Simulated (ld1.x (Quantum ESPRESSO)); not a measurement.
# S (Z = 16): one change to an ultrasoft potential, before and after

* Element: sulfur (S)
* Generator: ld1.x (Quantum ESPRESSO) 7.5
* Type: ultrasoft
* Functional: LDA (PZ)
* Relativity: scalar-relativistic
* Frozen core: [Ne]
* Valence charge: 6
* Reference configuration: 3s2 3p4
* Partial waves: 3s (bound): rcut 1.30, rcutus 1.55 bohr; 3s channel at -0.7 Ry: rcut 1.30, rcutus 1.55 bohr; 3p (bound): rcut 1.65, rcutus 1.85 bohr; 3p channel at 0.55 Ry: rcut 1.65, rcutus 1.85 bohr; 3d channel at 0.15 Ry: rcut 1.15, rcutus 1.35 bohr; 3d channel at 1.45 Ry: rcut 1.15, rcutus 1.35 bohr
* Local potential: all-electron potential smoothed inside 1.25 bohr (lloc = -2)
* Core correction: a·sin(br)/r model core inside 1.10 bohr
* Augmentation charge: built from norm-conserving waves at rcut, not smoothed further

Change: core correction a·sin(br)/r model core inside 0.58 bohr.

Cutoffs: the cutoffs (Ry, on a coarse ladder) from which the occupation-weighted sum of valence levels, in a spherical-Bessel basis at the reference potential, stays within 10 and 1 mRy of its value at 400 Ry; they do not see the model core or the augmentation charge, which bear on the density cutoff. Errors are all-electron minus pseudo energies relative to the spin-unpolarised reference configuration.

Task: What does the change do?

Result: The potential gets neither clearly harder nor softer (18 Ry and 25 Ry → 18 Ry and 25 Ry); of the 9 tests that both files solve, the error grows in 2 and shrinks in 4 by more than 15 % and 0.3 meV (median size 14.2 → 8.8 meV); neither file shows a bound ghost. A model core, the more so a compact one, raises the density cutoff, which this test does not measure.

| quantity | base | changed |
| --- | --- | --- |
| cutoff, loose | 18 Ry | 18 Ry |
| cutoff, tight | 25 Ry | 25 Ry |
| bound ghosts | none | none |
| error for 3s2 3p3, meV [ΔE 11.86 eV] | +1.1 | +0.9 |
| error for 3s2 3p2, meV [ΔE 34.24 eV] | +14 | +12 |
| error for 3s2 3p1, meV [ΔE 68.39 eV] | +63 | +53 |
| error for 3s1 3p5, meV [ΔE 10.24 eV] | -0.1 | -0.7 |
| error for 3s2 3p3.5, meV [ΔE 4.71 eV] | -0.1 | -0.1 |
| error for 3s2 3p0, meV [ΔE 115.38 eV] | +188 | +152 |
| error for 3s0 3p6, meV [ΔE 20.61 eV] | +0.1 | -2.1 |
| error for 3s2 3p4 (spin-polarised), meV [ΔE -0.71 eV] | +23 | +8.8 |
| error for 3s2 3p3 (spin-polarised), meV [ΔE 9.90 eV] | +70 | +26 |
| s: phases at 2.01 bohr within 0.05 rad from the reference energy up to (Ry; the scan ends near 5) | to the end of the scan | to the end of the scan |
| p: phases at 2.01 bohr within 0.05 rad from the reference energy up to (Ry; the scan ends near 5) | to the end of the scan | to the end of the scan |
| d: phases at 2.01 bohr within 0.05 rad from the reference energy up to (Ry; the scan ends near 5) | to the end of the scan | to the end of the scan |
| lowest overlap eigenvalue by channel | s 0.38, p 0.85, d 0.96 | s 0.38, p 0.85, d 0.96 |
